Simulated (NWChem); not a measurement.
# C2H7Ga; SMILES [CH3][GaH][CH3]

**Question.** Give the equilibrium geometry at PBE0/def2-SVP (NWChem) as an XYZ file, with the point group.

**Answer.** point group C2; any orientation.
```
10

Ga     0.0000     0.0000    -0.3334
H      0.0000     0.0000    -1.9147
C     -1.7326     0.0052     0.6065
H     -2.3695     0.8251     0.2365
H     -1.6319     0.1017     1.6974
H     -2.2746    -0.9313     0.3914
C      1.7326    -0.0052     0.6065
H      2.2746     0.9313     0.3914
H      2.3695    -0.8251     0.2365
H      1.6319    -0.1017     1.6974
```
